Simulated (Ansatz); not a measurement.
Reaction (ligand exchange at a Ga–S bond): `[NH2][Ga]([SH])[Cl]` + HBr → `[NH2][Ga]([Cl])[Br]` + H₂S

Gas-phase electronic energies from Ansatz, PBE0-D4/def2-TZVP geometries. CBS: MP2 limit from def2 TZ/QZ plus the TZ coupled-cluster correction, frozen cores. This one scheme is used for every species. Functionals use def2-TZVPP. B3LYP here is the variant with VWN-RPA as its local correlation; programs differ in this. HSE06 is defined as in plane-wave codes. For Br, Ga outer-core shells are correlated without core-valence functions, which leaves a few kJ/mol of doubt a bond. Scalar relativity is left out up to krypton. One conformer a species, not always the lowest.

```tsv
level	ΔE (kJ/mol)	difference from CCSD(T)/CBS
LDA (SPW92)	-28.9	7.4
PBE-D4	-31.8	4.5
revPBE-D4	-31.2	5.1
BLYP-D4	-33.8	2.5
r2SCAN-D4	-35.5	0.8
B97M-V	-34.9	1.4
PBE0-D4	-35.3	1.0
B3LYP-D4	-36.7	-0.4
r2SCANh-D4	-36.5	-0.2
r2SCAN0-D4	-37.9	-1.6
HSE06-D4	-35.5	0.8
BHLYP-D4	-41.9	-5.6
CAM-B3LYP-D4	-37.5	-1.2
ωB97X-V	-38.2	-1.9
ωB97M-V	-37.6	-1.3
B2PLYP	-38.4	-2.1
PBE	-32.7	3.6
BLYP	-35.7	0.6
r2SCAN	-35.8	0.5
PBE0	-36.1	0.2
B3LYP	-38.1	-1.8
r2SCANh	-36.8	-0.5
r2SCAN0	-38.2	-1.9
HSE06	-36.2	0.1
BHLYP	-42.5	-6.2
CAM-B3LYP	-38.3	-2.0
LC-ωPBE	-36.1	0.2
RPA@PBE/def2-TZVPP	-36.2	0.1
HF/def2-SVP	-47.5	-11.2
MP2/def2-SVP	-39.1	-2.8
CCSD/def2-SVP	-39.2	-2.9
CCSD(T)/def2-SVP	-37.9	-1.6
MP2/def2-TZVPP	-37.4	-1.1
SCS-MP2/def2-TZVPP	-39.2	-2.9
CCSD/def2-TZVPP	-39.2	-2.9
CCSD(T)/def2-TZVPP	-37.3	-1.0
HF/def2-QZVPP	-50.7	-14.4
MP2/def2-QZVPP	-36.9	-0.6
HF/CBS(def2)	-50.7	-14.4
CCSD/CBS(def2)	-38.3	-2.0
CCSD(T)/CBS	-36.3	0
```

Largest T1 diagnostic among the species: 0.012.

Leaving LDA and LC-ωPBE aside and taking each functional with its dispersion term where it has one, the values spread over 10.6 kJ/mol, from BHLYP-D4 to revPBE-D4. LDA lies +3.8 kJ/mol from PBE without D4. From BLYP to BHLYP (50 % exact exchange), in def2-TZVPP and without D4, ΔE moves by −6.8 kJ/mol. In def2-TZVPP, CCSD(T) changes the Hartree–Fock value by +13.4 kJ/mol (the triples alone add +2.0 kJ/mol) and MP2 by +13.2 kJ/mol.
